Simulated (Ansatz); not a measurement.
# Worked example: Ge2Si2H10 → GeH2(SiH2)(SiH3) + GeH3

Gas-phase species: Ge2Si2H10 `[SiH3][GeH2][SiH2][GeH3]`, singlet; GeH2(SiH2)(SiH3), doublet; GeH3 `[GeH3]`, doublet. The bond broken is the one whose loss leaves GeH2(SiH2)(SiH3) `[SiH2][GeH2][SiH3]`, relaxed to its own shape; its unpaired electron may spread away from that site.

Shapes, held fixed at every level: PBE0-D4/def2-TZVP. Flexible molecules stand in one conformer, not always the lowest. Programs: Ansatz 0.2.0. The zero-point and thermal change to 298 K, harmonic and unscaled (PBE0-D4/def2-TZVP), is -10.9 kJ/mol.

At CCSD/def2-SVP; 1 Eh = 2625.50 kJ/mol:

```
         species   energy (Eh)
       Ge2Si2H10  -4734.447676
GeH2(SiH2)(SiH3)  -2657.294882
            GeH3  -2077.043255
```

Task: Work out ΔH(298 K) of the reaction at this level.

Result: 
1. Products less reactants: (-2657.294882) + (-2077.043255) − [(-4734.447676)] = 0.109539 Eh = +287.6 kJ/mol.
2. With the thermal change: +287.6 + (-10.9) = +276.7 kJ/mol.

Other levels give +207.7 (HF/def2-SVP) to +306.9 kJ/mol (MP2/def2-TZVPP). No measured value is set beside it here. Open shells run unrestricted. Relativity is left out for Ge. Outer-core shells of Ge are correlated, in sets that cover them unevenly. CCSD/def2-SVP lies outside the range of the other correlated levels here, so it shouldn't be taken on trust. The median of the other correlated levels is +289.0 kJ/mol.
